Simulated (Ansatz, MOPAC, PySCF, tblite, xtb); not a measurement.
Potential energy surface of H2Be, singlet: map of symmetric stretch and bend. Scanned: Be-H bond length and H-Be-H angle.

Computed with: GFN2-xTB, 300 K electronic temperature (tblite); RHF/def2-SVP (PySCF); FCI/cc-pVDZ = full CI/cc-pVDZ, frozen core (Ansatz, an electronic-structure program); RHF/cc-pVDZ (Ansatz); MP2/cc-pVDZ = MP2 on RHF/cc-pVDZ, frozen core (Ansatz); CCSD/cc-pVDZ = Ansatz with CCSD on RHF/cc-pVDZ, frozen core; CCSD(T)/cc-pVDZ = Ansatz with CCSD(T) on RHF/cc-pVDZ, frozen core; CCSDT/cc-pVDZ = CCSDT on RHF/cc-pVDZ, frozen core run with Ansatz; CCSDT(Q)/cc-pVDZ = CCSDT(Q) on RHF/cc-pVDZ, frozen core in Ansatz; RKS-CAM-B3LYP/cc-pVDZ = restricted CAM-B3LYP/cc-pVDZ in Ansatz; RKS-PBE/cc-pVDZ = restricted PBE/cc-pVDZ (Ansatz); PM3, restricted, heats of formation (MOPAC); PM6, restricted, heats of formation (MOPAC); GFN1-xTB (xtb); RKS-B3LYP/6-31G* = restricted B3LYP/6-31G*, spherical d run with PySCF; RHF/6-31G* = PySCF 2.14.0 with restricted Hartree-Fock/6-31G*, spherical d; RKS-LDA (SVWN5)/6-31G* = restricted LDA (SVWN5)/6-31G*, spherical d in PySCF; RKS-BP86/6-31G* = PySCF with restricted BP86/6-31G*, spherical d.

Energies in eV at chosen points (x: Be-H bond length (Å); y: H-Be-H angle (°)), relative to x = 1.33, y = 180:

| method | (1.21, 70) | (1.13, 109.05) | (1.39, 172.07) | (1.48, 161.58) | (1.53, 172.07) | (1.48, 180) | (1.66, 180) |
|---|---|---|---|---|---|---|---|
| GFN2-xTB | 2.738 | 1.113 | 0.115 | 0.400 | 0.562 | 0.375 | 1.092 |
| RHF | 3.915 | 2.361 | 0.062 | 0.367 | 0.501 | 0.287 | 1.157 |
| FCI/cc-pVDZ | 3.744 | 2.265 | 0.048 | 0.315 | 0.442 | 0.249 | 1.038 |
| RHF/cc-pVDZ | 3.948 | 2.346 | 0.052 | 0.338 | 0.470 | 0.264 | 1.112 |
| MP2/cc-pVDZ | 3.789 | 2.278 | 0.053 | 0.334 | 0.467 | 0.264 | 1.095 |
| CCSD/cc-pVDZ | 3.754 | 2.265 | 0.049 | 0.319 | 0.446 | 0.252 | 1.047 |
| CCSD(T)/cc-pVDZ | 3.746 | 2.264 | 0.049 | 0.317 | 0.443 | 0.250 | 1.041 |
| CCSDT/cc-pVDZ | 3.745 | 2.265 | 0.048 | 0.316 | 0.442 | 0.249 | 1.038 |
| CCSDT(Q)/cc-pVDZ | 3.744 | 2.265 | 0.048 | 0.316 | 0.442 | 0.249 | 1.038 |
| RKS-CAM-B3LYP/cc-pVDZ | 3.650 | 2.204 | 0.058 | 0.341 | 0.469 | 0.270 | 1.083 |
| RKS-PBE/cc-pVDZ | 3.489 | 2.212 | 0.034 | 0.276 | 0.385 | 0.208 | 0.938 |
| PM3 | 3.234 | 1.612 | 0.107 | 0.448 | 0.621 | 0.381 | 1.394 |
| PM6 | 3.621 | 2.479 | 0.118 | 0.581 | 0.841 | 0.506 | 1.878 |
| GFN1-xTB | 2.883 | 1.226 | 0.131 | 0.457 | 0.650 | 0.431 | 1.301 |
| RKS-B3LYP/6-31G* | 3.626 | 2.163 | 0.065 | 0.357 | 0.492 | 0.287 | 1.118 |
| RHF/6-31G* | 3.962 | 2.317 | 0.062 | 0.367 | 0.508 | 0.292 | 1.177 |
| RKS-LDA (SVWN5)/6-31G* | 3.389 | 2.158 | 0.031 | 0.269 | 0.380 | 0.204 | 0.937 |
| RKS-BP86/6-31G* | 3.497 | 2.173 | 0.039 | 0.291 | 0.408 | 0.224 | 0.978 |
